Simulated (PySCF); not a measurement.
One of the candidates below gave these computed data.

All candidates are C6H10OSSi.

| technique | computed result |
| --- | --- |
| 13C NMR | chemical shifts (computed TMS as zero) by class: 152.2 (1 C), 132.3 (1 C), 111.8 (1 C), 107.6 (1 C), 48.7 (1 C), -4.8 (1 C) ppm [GIAO PBE0/pcSseg-1] |
| Dipole | 3.41 D [PBE0/pcSseg-1] |
| 1H NMR | chemical shifts (computed TMS as zero) by class: 6.68 (1 H), 6.67 (1 H), 4.61 (1 H), 4.54 (1 H), 2.54 (3 H), 0.38 (3 H) ppm [GIAO PBE0/pcSseg-1] |
| Rotational structure | rotational constants A, B, C: 2.709, 0.453, 0.416 GHz [GFN2-xTB] |
| NMR, other nuclei | isotropic shieldings of nuclei other than C and H, by class: 259 (1 O), 418 (1 Si), 171 (1 S) ppm [GIAO PBE0/pcSseg-1] |

Gas-phase values; electronic properties from PySCF, density fitting. Levels stand in brackets. The structure is a single GFN2-xTB conformer in the gas phase; no vibrational or solvent corrections. NMR values are class means; diastereotopic atoms form classes of their own.

Question: Which candidate is it?
A. `CC1=C[SiH2]C([S@](C)=O)=C1`
B. `C=C(C#C[SiH2]C)[S@@](C)=O`
C. `C=CS[C@@H]1C[Si@@H]1C(C)=O`
D. `O=C[C@@H]1CC=C(S[SiH3])C1`

Answer: B. It is `C=C(C#C[SiH2]C)[S@@](C)=O`. Numbering: `[CH2:1]=[C:2]([C:3]#[C:4][SiH2:5][CH3:6])[S@@:7]([CH3:8])=[O:9]`. 6 carbons fall into 6 classes; from least to most shielded: fully substituted alkene carbon [C2] (152.2 ppm), terminal =CH2 carbon [C1] (132.3 ppm), alkyne carbon [C4] (111.8 ppm), alkyne carbon [C3] (107.6 ppm), S-methyl carbon [C8] (48.7 ppm), Si-methyl carbon [C6] (-4.8 ppm). Hydrogen classes from least to most shielded: 1 H on a terminal =CH2 carbon, C1 (6.68 ppm), 1 H on a terminal =CH2 carbon, C1 (6.67 ppm), 1 H on an SiH2 silicon, Si5 (4.61 ppm), 1 H on an SiH2 silicon, Si5 (4.54 ppm), 3 H on an S-methyl carbon, C8 (2.54 ppm, a mean of values up to 0.6 ppm apart in this geometry), 3 H on an Si-methyl carbon, C6 (0.38 ppm). The other shieldings belong to: 259 ppm, sulfinyl oxygen [O9]; 418 ppm, SiH2 silicon [Si5]; 171 ppm, sulfinyl sulfur [S7]. The optimised geometry has point group C1 and is an asymmetric top.

The others, at the same levels:
- `CC1=C[SiH2]C([S@](C)=O)=C1` fails: its computed 13C shifts are 181.7 (1 C), 164.8 (1 C), 149.8 (1 C), 130.4 (1 C), 53.1 (1 C), 25.1 (1 C) ppm, 1H shifts are 6.72 (1 H), 6.00 (1 H), 5.03 (1 H), 4.88 (1 H), 2.30 (3 H), 2.18 (3 H) ppm and rotational constant A is 2.208 GHz (against 2.709 GHz).
- `O=C[C@@H]1CC=C(S[SiH3])C1` fails: its computed 13C shifts are 206.3 (1 C), 142.2 (1 C), 130.3 (1 C), 52.0 (1 C), 42.9 (1 C), 34.9 (1 C) ppm, 1H shifts are 9.85 (1 H), 5.25 (1 H), 4.59 (3 H), 3.72 (1 H), 3.14 (1 H), 2.84 (1 H), 2.65 (1 H), 2.47 (1 H) ppm and smallest rotational constant is 0.546 GHz (against 0.416 GHz).
- `C=CS[C@@H]1C[Si@@H]1C(C)=O` fails: its computed 13C shifts are 239.8 (1 C), 148.9 (1 C), 116.1 (1 C), 42.5 (1 C), 22.9 (1 C), 14.1 (1 C) ppm, 1H shifts are 6.64 (1 H), 5.62 (1 H), 5.44 (1 H), 3.23 (1 H), 2.64 (1 H), 2.62 (3 H), 1.38 (1 H), 1.08 (1 H) ppm and rotational constant A is 2.333 GHz (against 2.709 GHz).

Each candidate is one conformer, not necessarily the lowest. The conformers computed, where there is a choice (atom-mapped SMILES and torsion angles):
- `[CH2:1]=[C:2]([C:3]#[C:4][SiH2:5][CH3:6])[S@@:7]([CH3:8])=[O:9]`: C1–C2–S7–C8 -113°
- `[CH3:1][C:2]1=[CH:3][SiH2:4][C:5]([S@:6]([CH3:7])=[O:8])=[CH:9]1`: Si4–C5–S6–C7 96°
- `[CH2:1]=[CH:2][S:3][C@@H:4]1[CH2:5][Si@@H:6]1[C:7]([CH3:8])=[O:9]`: C1–C2–S3–C4 176°, C2–S3–C4–C5 -60°, C5–Si6–C7–C8 -26°

The conformers of `O=C[C@@H]1CC=C(S[SiH3])C1` aren't listed.
